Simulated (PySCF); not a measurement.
# Working out the ionisation energy of Mg⁺

Mg⁺ [Ne] 3s1 (2S) → Mg²⁺ [Ne] (1S). Computed with PySCF 2.14 in dyall-acv3z, with the spin-free X2C one-electron Hamiltonian (Gaussian nucleus). Frozen: 1s2; the 23 highest virtual orbitals dropped. Energies in hartree (1 hartree = 27.21139 eV):

```json
{"part": "UHF", "Mg⁺ (lower)": "-199.678615", "Mg²⁺ (upper)": "-199.136733"}
{"part": "MP2 opposite-spin", "Mg⁺ (lower)": "-0.207424", "Mg²⁺ (upper)": "-0.202341"}
{"part": "MP2 same-spin", "Mg⁺ (lower)": "-0.074038", "Mg²⁺ (upper)": "-0.069548"}
```

Problem. What does Hartree-Fock give?

Solution. (-199.136733) − (-199.678615) = 0.541882 hartree = 14.745 eV.

Problem. What do MP2 and SCS-MP2 (6/5 opposite-spin, 1/3 same-spin) give?

Solution. The opposite-spin parts differ by 0.138 eV and the same-spin parts by 0.122 eV. MP2: 14.745 + (0.138) + (0.122) = 15.005 eV. SCS-MP2: 14.745 + 1.2 × (0.138) + (0.122)/3 = 14.951 eV.

Measured between the centres of the two terms (NIST): 15.035 eV, so MP2 (valence and next inner shell) is off by -0.030 eV.

What remains against the reference includes basis incompleteness, the frozen core and correlation beyond second order.
